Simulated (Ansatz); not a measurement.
Compare A (`CSC(F)[SiH3]`) with its isomer B (`C[SiH2]SCF`).

Program: Ansatz. Geometries: PBE0-D4/def2-TZVP. ΔE: electronic, gas phase. CBS: MP2 limit from def2 TZ/QZ plus the TZ coupled-cluster correction, frozen cores. DFT in def2-TZVPP. B3LYP here is the variant with VWN-RPA as its local correlation; programs differ in this. One conformer a species, not always the lowest.

Problem. Which is lower in electronic energy at CCSD(T)/CBS, and by how much? (Estimate.)

Solution. Computed: B, by 28.8 kcal/mol.

Problem. Give E(B) − E(A) in kcal/mol with CCSD(T)/def2-TZVPP, ωB97M-V, CCSD/def2-TZVPP, PBE0-D4, MP2/def2-TZVPP, B3LYP, B3LYP-D4. (Best estimate.)

Solution. Computed: CCSD(T)/def2-TZVPP -28.7, ωB97M-V -28.7, CCSD/def2-TZVPP -29.0, PBE0-D4 -29.2, MP2/def2-TZVPP -29.7, B3LYP -28.1, B3LYP-D4 -28.2. None reverses the order clearly.

Largest T1 diagnostic: 0.012.

From PBE to PBE0 (25 % exact exchange), in def2-TZVPP and without D4, E(B) − E(A) moves by −1.2 kcal/mol.
